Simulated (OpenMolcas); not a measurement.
An atom or ion with 21 electrons was computed by MS-CASPT2, IPEA 0.25 Eh, imaginary shift 0.1 Eh with spin-orbit coupling (OpenMolcas, ANO-RCC-VTZP, DKH2). The lowest levels that the run gave, each within 12 % of the measured value where one is at hand:

| J | Parity | E (cm-1) | g |
| --- | --- | --- | --- |
| 3/2 | even | 0.0 | 0.399 |
| 5/2 | even | 545 | 1.029 |
| 7/2 | even | 1278 | 1.238 |
| 9/2 | even | 2170 | 1.334 |
| 1/2 | even | 19650 | 2.651 |
| 3/2 | even | 19850 | 1.724 |
| 5/2 | even | 20540 | 1.601 |
| 7/2 | even | 21330 | 0.889 |
| 9/2 | even | 22080 | 1.108 |
| 3/2 | even | 27310 | 1.166 |
| 1/2 | even | 27450 | 0.685 |
| 9/2 | even | 29730 | 0.912 |

**Question.** Which ion is it, and what are the configurations and terms?

**Answer.** Fe VI (Z = 26, charge +5; active space 3 electrons in 10 orbitals (3d 4d)). J, parity and g give the terms where levels are pure, and mixed ones are named by the computed weights; the size of the splittings, set against known spectra of the 21-electron sequence, gives the charge. In order, with the measured energies in cm-1 (Corliss and Sugar, J. Phys. Chem. Ref. Data 11, 135 (1982)): 3d3 4F 3/2, 3d3 4F 5/2 (511), 3d3 4F 7/2 (1188), 3d3 4F 9/2 (2001), 3d3 4P 1/2 (18738), 3d3 4P 3/2 (18942), 3d3 4P 5/2 (19611), 3d3 2G 7/2 (20616), 3d3 2G 9/2 (21315), 3d3 2P 3/2 [65 %] (26215), 3d3 2P 1/2 (26496), 3d3 2H 9/2 (28724).

CASPT2 breaks the degeneracy within a term, and the mean is taken; among the terms shown or strongly mixed into the levels shown the widest spread is 580 cm-1 (3d3 4F). Active for correlation alone: 4d; no level in the range computed is led by a configuration that fills it, so any true level of that kind is missing. Measured partners are found by configuration, term and J. A level has none where our copy of the source lacks it or the pairing is in doubt (some pairs that miss far off the trend of their configuration count as doubtful), and it then counts in no deviation. Only configurations of the active space appear.

A share in square brackets marks a mixed level and gives the weight of the term that names it.
